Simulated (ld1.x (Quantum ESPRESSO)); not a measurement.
# Plane-wave convergence, PAW potential for Mn (Z = 25)

```json
{
 "Element": "manganese",
 "Generator": "ld1.x (Quantum ESPRESSO) 7.5",
 "Type": "PAW",
 "Functional": "PBE",
 "Relativity": "scalar-relativistic",
 "Frozen core": "[Ne] 3s2",
 "Valence charge": "13",
 "Reference configuration": "3p6 3d5 4s2 4p0",
 "Partial waves": "4s (bound): rcut 2.25, rcutus 2.95 bohr; 4s channel at 0.05 Ry: rcut 2.25, rcutus 2.95 bohr; 3p (bound): rcut 1.25, rcutus 1.60 bohr; 4p (bound, empty): rcut 1.25, rcutus 1.60 bohr; 3d (bound): rcut 1.25, rcutus 1.55 bohr; 3d channel at -0.2 Ry: rcut 1.25, rcutus 1.55 bohr",
 "Local potential": "all-electron potential smoothed inside 2.35 bohr (lloc = -1)",
 "Core correction": "Bessel-smoothed model core inside 1.50 bohr",
 "Augmentation charge": "GAUSS, radius 1.10 bohr"
}
```

The pseudo-atom Hamiltonian at the reference potential is diagonalised in spherical Bessel functions j_l(qr) that vanish at 20 bohr, with q² up to the cutoff. All-electron valence levels (Ry): 4s -0.3754, 3p -4.0125, 4p -0.1007, 3d -0.4976.

Task: How do the lowest levels (Ry) of each channel move with the cutoff, and are there ghosts?

Result:

| cutoff (Ry) | s #1 | s #2 | p #1 | p #2 | d #1 | f #1 | Σ f·Δε (mRy) |
| --- | --- | --- | --- | --- | --- | --- | --- |
| 8 | -0.3753 | 0.0030 | -3.2742 | -0.0466 | 0.0528 | 0.1098 | 7182.4 |
| 12 | -0.3754 | 0.0030 | -3.7599 | -0.0595 | 0.0488 | 0.1098 | 4247.9 |
| 21 | -0.3754 | 0.0030 | -3.9882 | -0.0703 | -0.2450 | 0.1098 | 1409.8 |
| 30 | -0.3754 | 0.0030 | -4.0110 | -0.0792 | -0.4457 | 0.1098 | 268.8 |
| 45 | -0.3754 | 0.0030 | -4.0121 | -0.0986 | -0.4967 | 0.1098 | 7.3 |
| 55 | -0.3754 | 0.0030 | -4.0124 | -0.1003 | -0.4970 | 0.1098 | 4.0 |
| 80 | -0.3754 | 0.0030 | -4.0125 | -0.1006 | -0.4976 | 0.1098 | 0.5 |
| 100 | -0.3754 | 0.0030 | -4.0125 | -0.1007 | -0.4976 | 0.1098 | 0.4 |
| 400 | -0.3754 | 0.0030 | -4.0125 | -0.1007 | -0.4977 | 0.1098 | 0.0 |

Result: no extra level below or beside the all-electron valence levels (s, p, d, f tested); 10 mRy is reached at 45 Ry and 1 mRy at 80 Ry.

Test run stopped at test 4 of 7 (negative rho), 1 before it not solved.
